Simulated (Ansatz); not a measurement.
# Nudged elastic band run: CuSi$_{16}$, charge +1

Input:

```yaml
crystal:
  lattice:
    - [0.0, 5.43, 5.43]
    - [5.43, 0.0, 5.43]
    - [5.43, 5.43, 0.0]
  atoms:
    - { symbol: Si, position: [0.00234093, 0.00876985, 0.00262277] }
    - { symbol: Si, position: [0.12325373, 0.139784, 0.12329619] }
    - { symbol: Si, position: [-0.01316184, 0.01050429, 0.50589392] }
    - { symbol: Si, position: [0.11501723, 0.1321645, 0.63002759] }
    - { symbol: Si, position: [0.00720395, 0.51388133, 0.00744895] }
    - { symbol: Si, position: [0.13228914, 0.6348444, 0.13253146] }
    - { symbol: Si, position: [0.00037197, 0.50634743, 0.50505375] }
    - { symbol: Si, position: [0.12708506, 0.62069161, 0.63608261] }
    - { symbol: Si, position: [0.5057127, 0.01072706, -0.01322048] }
    - { symbol: Si, position: [0.62982753, 0.13223113, 0.11511312] }
    - { symbol: Si, position: [0.48867562, -0.00704271, 0.48884429] }
    - { symbol: Si, position: [0.61903285, 0.10427975, 0.61890103] }
    - { symbol: Si, position: [0.50475419, 0.50640254, 0.00060391] }
    - { symbol: Si, position: [0.63595044, 0.62073198, 0.1271248] }
    - { symbol: Si, position: [0.51073692, 0.47554317, 0.51094589] }
    - { symbol: Si, position: [0.62794516, 0.61565715, 0.6281044] }
    - { symbol: Cu, position: [0.35227491, 0.84248561, 0.3519966] }
total_charge: 1
basis:
  ecutwfc: 420.0
kpoints:
  mp_grid: { grid: [2, 2, 2] }
hamiltonian:
  xc: pbe
  pseudopotentials: { kind: paw, azcp: { folder: soft_1 } }
scf:
  occupations: { method: gaussian, width: 0.02 }
  lower_state_search: "off"
neb:
  images: 5
  f_tol: 0.05
  initial_path: linear
  max_iterations: 54
  optimiser: fire
  final_atoms:
    - { symbol: Si, position: [-0.01891561, -0.00679115, 0.03208879] }
    - { symbol: Si, position: [0.12952587, 0.12590554, 0.11903693] }
    - { symbol: Si, position: [0.00185441, -0.00295094, 0.5074218] }
    - { symbol: Si, position: [0.11333986, 0.1130251, 0.66076353] }
    - { symbol: Si, position: [0.00608208, 0.50339868, -0.01347412] }
    - { symbol: Si, position: [0.12982632, 0.62513363, 0.11859893] }
    - { symbol: Si, position: [0.00205424, 0.49365984, 0.50705175] }
    - { symbol: Si, position: [0.13806093, 0.62494421, 0.61188498] }
    - { symbol: Si, position: [0.50491397, -0.00037571, -0.01306661] }
    - { symbol: Si, position: [0.61189089, 0.13277223, 0.12221554] }
    - { symbol: Si, position: [0.49108473, 0.00103007, 0.50675847] }
    - { symbol: Si, position: [0.62949489, 0.12958211, 0.61246624] }
    - { symbol: Si, position: [0.50518396, 0.5080892, -0.01313973] }
    - { symbol: Si, position: [0.63288853, 0.62672669, 0.11340282] }
    - { symbol: Si, position: [0.50976989, 0.50160153, 0.48695764] }
    - { symbol: Si, position: [0.62966494, 0.6283529, 0.61235742] }
    - { symbol: Cu, position: [0.22004898, 1.24527019, 0.28866775] }
  order_check: true
```

Launched with:

```bash
$ ansatz run input.yaml --threads 1 --pin off --max-ram 3072MiB --backend cpu --events-out ev --progress --plain --runs-dir out
```

Output, in part (warnings, iteration lines):

```
NEB end point (image 0): max|allowed force component| = 9.796e-3 eV/Å (the criterion of neb.relax_end_points is 1.000e-2)
NEB end point (image 6): max|allowed force component| = 2.613e-2 eV/Å (the criterion of neb.relax_end_points is 1.000e-2)
NEB iter   1: max|band force component| = 3.154e0 eV/Å  barrier→ = 1.0111 eV  barrier← = 1.0048 eV  Δτ_max = 0.0560 Å  (67 SCF iters)
NEB iter   2: max|band force component| = 1.613e0 eV/Å  barrier→ = 0.5809 eV  barrier← = 0.5746 eV  Δτ_max = 0.0826 Å  (38 SCF iters)
NEB iter   3: max|band force component| = 7.081e-1 eV/Å  barrier→ = 0.3658 eV  barrier← = 0.3594 eV  Δτ_max = 0.0750 Å  (39 SCF iters)
NEB iter   4: max|band force component| = 1.345e0 eV/Å  barrier→ = 0.3979 eV  barrier← = 0.3915 eV  Δτ_max = 0.0054 Å  (37 SCF iters)
NEB iter   5: max|band force component| = 1.246e0 eV/Å  barrier→ = 0.3732 eV  barrier← = 0.3669 eV  Δτ_max = 0.0103 Å  (29 SCF iters)
NEB iter   6: max|band force component| = 1.054e0 eV/Å  barrier→ = 0.3317 eV  barrier← = 0.3254 eV  Δτ_max = 0.0143 Å  (31 SCF iters)
NEB iter   7: max|band force component| = 7.793e-1 eV/Å  barrier→ = 0.2862 eV  barrier← = 0.2798 eV  Δτ_max = 0.0170 Å  (30 SCF iters)
NEB iter   8: max|band force component| = 4.405e-1 eV/Å  barrier→ = 0.2497 eV  barrier← = 0.2434 eV  CI = image 3  Δτ_max = 0.0179 Å  (30 SCF iters)
[... lines left out ...]
```

The run converged. The profile has 2 maxima (images 1, 3) with wells between them (image 2): this band takes more than one step, which may be the mechanism or a detour left from its start path. By the program's own check the climbing image is of a kind that is not told: the force calls were inconclusive, a negative curvature could not be distinguished from the path's own, the only one lies far off the path, or fixed occupations may fill a level only in part (lowest curvatures found: -0.45 and 0.85 eV/Å²). Limits of this set-up: charged cell in a uniform background, uncorrected.

Final band (atoms are numbered from 1 in the order of the input):

```json
{"image": "0", "path coordinate (Å)": "0.00", "energy (eV)": "0.000", "Si8–Cu17 (Å)": "2.47", "Si14–Cu17 (Å)": "2.47", "Si15–Cu17 (Å)": "2.35"}
{"image": "1", "path coordinate (Å)": "0.58", "energy (eV)": "0.020", "Si8–Cu17 (Å)": "2.75", "Si14–Cu17 (Å)": "2.67", "Si15–Cu17 (Å)": "2.42"}
{"image": "2", "path coordinate (Å)": "1.16", "energy (eV)": "0.002", "Si8–Cu17 (Å)": "3.08", "Si14–Cu17 (Å)": "3.05", "Si15–Cu17 (Å)": "2.67"}
{"image": "3", "path coordinate (Å)": "1.75", "energy (eV)": "0.046", "Si8–Cu17 (Å)": "3.46", "Si14–Cu17 (Å)": "3.46", "Si15–Cu17 (Å)": "3.24"}
{"image": "4", "path coordinate (Å)": "2.23", "energy (eV)": "0.015", "Si8–Cu17 (Å)": "3.82", "Si14–Cu17 (Å)": "3.84", "Si15–Cu17 (Å)": "3.76"}
{"image": "5", "path coordinate (Å)": "2.71", "energy (eV)": "0.006", "Si8–Cu17 (Å)": "4.14", "Si14–Cu17 (Å)": "4.24", "Si15–Cu17 (Å)": "4.28"}
{"image": "6", "path coordinate (Å)": "3.20", "energy (eV)": "0.006", "Si8–Cu17 (Å)": "4.34", "Si14–Cu17 (Å)": "4.43", "Si15–Cu17 (Å)": "4.46"}
```

Time of the run: 15 min on 1 thread of Intel(R) Xeon(R) 6975P-C (Granite Rapids), on a shared host, peak memory 1 GiB.
